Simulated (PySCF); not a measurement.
oxalic acid (C2H2O4), SMILES O=C(O)C(=O)O.

Geometry: ωB97X-D3(BJ)/def2-SVP. One conformer was computed; it need not be the lowest.

Computed with r2SCAN/def2-TZVP (PySCF).

Symmetry labels are those of the subgroup C2h that the program uses (full group C2h).

Computed valence orbital energies around the gap with their symmetry:
```
orbital  symmetry  energy (eV)
-------  --------  -----------
HOMO−7         Au       -12.80
HOMO−6         Bg       -11.36
HOMO−5         Bu       -11.35
HOMO−4         Ag       -10.37
HOMO−3         Bg        -8.89
HOMO−2         Au        -8.68
HOMO−1         Bu        -8.43
HOMO           Ag        -6.91
LUMO           Au        -2.93
LUMO+1         Bu         0.68
LUMO+2         Ag         0.91
LUMO+3         Bg         1.07
```
